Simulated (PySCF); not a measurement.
B(H)(SMe)2 (C2H7BS2), SMILES CSBSC.

Coordinates come from a B3LYP-D3(BJ)/def2-SVP optimisation. This is a generated structure with no PubChem entry under its InChIKey; it may be hypothetical. The values are those of a single conformer.

These are TDA-PBE/def2-SVPD (PySCF) values and carry that method's errors.

Vertical excitations. Gas-phase values at a fixed geometry.

| state | energy (eV) | λ (nm) | f | main pairs |
|---|---|---|---|---|
| S1 | 4.96 | 250 | 0.330 | HOMO→LUMO 93 % |
| S2 | 5.11 | 242 | 0.000 | HOMO→LUMO+1 98 % |
| S3 | 5.56 | 223 | 0.004 | HOMO→LUMO+2 99 % |
| S4 | 5.66 | 219 | 0.000 | HOMO→LUMO+3 100 % |
| S5 | 5.67 | 219 | 0.001 | HOMO−2→LUMO 99 % |
| S6 | 6.19 | 200 | 0.012 | HOMO−3→LUMO 53 %, HOMO−1→LUMO 39 % |
| S7 | 6.20 | 200 | 0.015 | HOMO−1→LUMO 48 %, HOMO−3→LUMO 43 % |
| S8 | 6.36 | 195 | 0.000 | HOMO→LUMO+4 100 % |
| S9 | 6.40 | 194 | 0.000 | HOMO−1→LUMO+1 88 % |
| S10 | 6.73 | 184 | 0.013 | HOMO−2→LUMO+1 89 % |
| T1 | 3.69 | 336 | 0 | HOMO→LUMO 100 % |
| T2 | 4.73 | 262 | 0 | HOMO−1→LUMO 99 % |
| T3 | 4.76 | 260 | 0 | HOMO→LUMO+1 99 % |
| T4 | 5.18 | 239 | 0 | HOMO−2→LUMO 98 % |
Triplets are in the Tamm–Dancoff approximation.
